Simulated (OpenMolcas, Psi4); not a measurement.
# B2O2 (diboron dioxide): a line through the functionals

B2O2 has 4 atoms, charge 0, and is taken as a singlet. As SMILES, `O=BB=O`. Geometry: relaxed at PBE0-D4/def2-TZVP.

The electronic atomisation energy y, in eV, basis aug-cc-pVDZ; a is the functional's share of exact exchange. Programs: OpenMolcas 26.06, Psi4 1.11.

```
functional     program     a  y (eV)
    revPBE  OpenMolcas     0   21.67
    r2SCAN  OpenMolcas     0   21.88
     TPSSh        Psi4   0.1   21.07
     B3LYP  OpenMolcas   0.2   21.51
      PBE0  OpenMolcas  0.25       ?
     BHLYP  OpenMolcas   0.5   20.17
```

Q: Fit y = c + s·a to the known rows and predict PBE0.

A: 
1. Means of the 5 rows: a = 0.1600, y = 21.260.
2. Σ(Δa)² = 0.172, Σ(Δa·Δy) = -0.514, so the slope is -0.514/0.172 = -2.9884.
3. Intercept: 21.260 − (-2.9884) × 0.1600 = 21.738. The largest residual of the fit is 0.37.
4. PBE0: 21.738 + (-2.9884) × 0.25 = 20.99 eV.

The run gave 21.56 eV, so the prediction is off by -0.57 eV, more than the largest residual.
